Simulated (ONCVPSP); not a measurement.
Building the ONCV potential for phosphorus (P) (PW91, scalar-relativistic).

phosphorus (P), optimised norm-conserving Vanderbilt (ONCV), made with ONCVPSP 4.0.1 (PW91, scalar-relativistic). Core [Ne], reference 3s1.5 3p3.5. Waves: 3s: rc 1.60 bohr, ncon 4, nbas 7, qcut 4.4 1/bohr, 2 projectors, debl 2.2 Ha; 3p: rc 1.85 bohr, ncon 4, nbas 7, qcut 3.4 1/bohr, 2 projectors, debl 0.8 Ha; d scattering state at 0.4 Ha: rc 1.95 bohr, ncon 4, nbas 8, qcut 4.4 1/bohr, 2 projectors, debl 0.8 Ha. Local part: polynomial inside 1.45 bohr (lpopt 5, dvloc0 0 Ha). Core correction: Teter function, fcfact 3.25, rcfact 1.5.

All-electron outer shells of the reference configuration (PW91, scalar-relativistic, ld1.x):

| shell | level (eV) | outermost node (bohr) | outermost maximum (bohr) |
| --- | --- | --- | --- |
| 2s | -174.84 | 0.14 | 0.42 |
| 2p | -125.44 | – | 0.36 |
| 3s | -14.38 | 0.65 | 1.58 |
| 3p | -5.84 | 0.64 | 1.83 |

Calculated quality:

- Cutoffs needed: 10 Ha and 37 Ha (the cutoffs (Ha) at which the residual kinetic energy of the hardest occupied pseudo-wave falls to 1 and 0.1 mHa per electron)
- Ghost test: no bound ghost flagged; no localised positive-energy state flagged
- Largest excitation error: +6.6 meV (all-electron minus pseudo) for 3s2 3p1, out of 4 test configurations
- rms error of d²Exc/dni dnj: 1.98 mHa without and 0.88 mHa with the model core

Generation and tests took about 2.4 s on one core of a shared server CPU.
